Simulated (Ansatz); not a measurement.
Basis sets compared for CdB9. The state is a doublet with charge 0. Geometry PBE-D4/def2-SVP. Ansatz on 6 threads of AMD EPYC on a shared host; times are rough, and most runs start from earlier orbitals.

```tsv
atom	x (Å)	y (Å)	z (Å)
Cd1	0.521	-2.113	-1.996
B2	-0.693	-0.581	-0.759
B3	1.464	-0.232	1.296
B4	-1.816	0.522	0.031
B5	0.089	-0.973	1.546
B6	1.759	0.873	0.224
B7	-1.327	-0.684	0.930
B8	-0.806	1.217	-0.972
B9	0.742	1.455	-0.837
B10	0.068	0.515	0.537
```

In the def2 sets Cd takes a core potential; there is no spin–orbit coupling. The structure comes from a short search, and lower isomers may exist.

Binding counts from free atoms (Cd singlet, B doublet) in the same basis, without a counterpoise term.

| level | functions | energy (Eh) | HOMO (eV) | LUMO (eV) | binding per atom (eV) | wall time |
| --- | --- | --- | --- | --- | --- | --- |
| PBE-D4/def2-SVP | 157 | -390.6702 | -4.46 | -3.68 | 4.60 | 6.5 s |
| PBE0-D4/def2-SVP | 157 | -390.6886 | -5.23 | -2.87 | 4.49 | 9 s |

Question: Estimate the rows for PBE-D4/def2-TZVP (with forces), PBE0-D4/def2-TZVP.

Answer: 
```tsv
level	functions	energy (Eh)	HOMO (eV)	LUMO (eV)	binding per atom (eV)	wall time
PBE-D4/def2-TZVP (with forces)	319	-390.9366	-4.49	-3.70	4.51	11 s
PBE0-D4/def2-TZVP	319	-390.9517	-5.25	-2.87	4.39	22 s
```
